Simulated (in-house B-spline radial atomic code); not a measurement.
The numbers below are computed, except where a source is named.
Two electrons in Si: a parabolic dot with ħω = 112 meV in all three directions with a doubly ionised double donor at its centre

For Si the NSM archive of the Ioffe Institute lists m_l = 0.98 m0, m_t = 0.19 m0 and ε = 11.7; the model takes one isotropic valley with the conductivity mass 3/(1/m_l + 2/m_t) = 0.26 m0, and so misses anisotropy and the other valleys. All triplets below are those of one valley; with several valleys two electrons can form a triplet in the 1s orbital itself, at an energy set by the valley splitting. Real donors also feel a central-cell potential, which shifts the ground state; some double donors stay shallow and helium-like, others are deep centres that this model can't describe.

Effective-mass model with parabolic bands, a uniform dielectric constant, no image charges, no central-cell or spin-orbit terms. Two-electron levels come from full CI in B-splines with partial waves to l = 5 (up to 0.001 effective hartree above the limit).

Q: What are the effective units, and what is the potential in them?

A: Ha* = 27211.386 meV × 0.26/11.7² = 51.68 meV and a* = 0.0529177 nm × 11.7/0.26 = 2.381 nm. The frequency is ω = 2.16 Ha*, with −2/r added.

In these units the lowest s and p orbitals lie at -0.9035 and 3.0291, and their Coulomb and exchange integrals are J_ss = 1.7000, J_sp = 1.1698 and K_sp = 0.183. Full CI gives -0.2081 for the ground singlet, 3.0895 for the sp triplet, 3.4028 for the sp singlet and 4.5600 for the lowest triplet of two s orbitals.

Q: What does it cost to add the second electron, to first order and exactly?

A: To first order E = 2ε_s + J_ss = -0.1070, so the charging energy E(2) − 2E(1) is J_ss = 87.86 meV. CI gives -0.2081 − 2 × (-0.9035) = 1.5990, or 82.64 meV: relaxation and correlation lower it by 5.222 meV, 5.9 % of J_ss. The s² configuration of one-electron orbitals holds 98.7 % of the state, and the mean radius is 1.37 nm.

Q: How far above the singlet do the triplets lie?

A: To first order the sp triplet lies at ε_s + ε_p + J_sp − K_sp = 3.1124, which is 166.4 meV above 2ε_s + J_ss. CI gives 3.0895 − (-0.2081) = 3.2976, or 170.4 meV, 84 % of the orbital spacing of 203.3 meV. The ss triplet lies 246.4 meV up, so the lower of the two is the sp one, and its gap equals k_BT at 1980 K. The sp singlet-triplet splitting is 16.19 meV, against 2K_sp = 18.91 meV.
